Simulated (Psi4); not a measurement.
Torsional profile of H10Ge4, SMILES [GeH3][GeH2][GeH2][GeH3], singlet. Scanned: dihedral Ge1–Ge2–Ge3–Ge4; all other coordinates were relaxed at GFN2-xTB. GFN2-xTB can order the conformers of Si and Ge chains otherwise than DFT does. Points at φ and −φ are mirror images.

Geometry of the scan point at -40° (Å):
```
14

Ge    -3.0726    -0.3804    -0.3166
Ge    -1.0027     0.3871     0.5719
Ge     1.0148    -0.3258    -0.5148
Ge     1.1303    -2.5784    -1.2728
H     -3.3590     0.1300    -1.6983
H     -3.1458    -1.8754    -0.4336
H     -4.2606     0.0129     0.5090
H     -1.0207     1.8994     0.6422
H     -0.9392     0.0090     2.0369
H      1.3004     0.5907    -1.6860
H      2.1929    -0.0447     0.3938
H      1.0487    -3.5891    -0.1666
H      2.3952    -2.8968    -2.0119
H      0.0171    -2.9423    -2.2122
```

Calculation: PBE-D3(BJ)/def2-TZVP // GFN2-xTB (Psi4).

Scanned values (°): -160, -140, -120, -100, -80, -60, -40, -20, 0, 20, 40, 60, 80, 100, 120, 140, 160, 180.

Q: Describe the profile: where are the wells and the tops?

A: Lower than their neighbours: -60° (0.0 mEh), 60° (0.0 mEh), 180° (0.1 mEh). Higher than their neighbours: -120° (0.9 mEh), 0° (0.5 mEh), 120° (0.9 mEh). The whole profile spans 0.9 mEh.
